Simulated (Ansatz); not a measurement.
Several settings on one geometry of CdMeBr (CH3BrCd) (that of the charge 0 singlet, PBE0-D4/def2-TZVP). Ansatz on 4 threads of Intel Xeon Platinum 8488C on a shared host; times are rough.

```
atom   x (Å)   y (Å)   z (Å)
 Cd1  -0.005   0.002  -1.178
  C2   0.003   0.001   0.922
  H3  -0.447   0.922   1.290
  H4   1.029  -0.071   1.282
  H5  -0.569  -0.852   1.288
 Br6  -0.012  -0.002  -3.605
```

Totals from different functionals, basis sets or treatments of relativity can't be compared as stabilities.

In the def2 sets Cd takes a core potential; there is no spin–orbit coupling. Correlated methods freeze 10 core orbitals; core or outer-core shells of Cd, Br are correlated, in sets that lack core-valence functions.

Scalar relativity in a set contracted without it gives distorted totals.

The spins typed aren't always the lowest for that charge.

Question: Give the basis size and estimate the energy, ⟨S²⟩ and time of these runs.

```tsv
run	method	charge	state	further keys
1	UKS PBE-QIDH/def2-SVP	1	doublet	point_charges: [{charge: 2.00, position_ang: [5.151, 0.489, 0.024]}]
2	RKS CAM-B3LYP-D4/def2-SVP	0	singlet	scf: {omitted_lower_state_checks: [starts]}
3	UKS B97M-V/def2-mTZVP	1	doublet	pseudopotentials: {relativity: scalar}; scf: {omitted_lower_state_checks: [starts]}
4	RKS B97M-V/def2-TZVP	0	singlet	final_grid: {core_spheres: 20, valence_spheres: 16, degree: 47}
```

Answer: 
```tsv
run	functions	energy (Eh)	⟨S²⟩	wall time
1	92	-2780.0856	0.75	6.5 s
2	92	-2781.5697	–	1.3 s
3	97	-2805.8124	0.76	42 s
4	137	-2781.4299	–	2.6 s
```
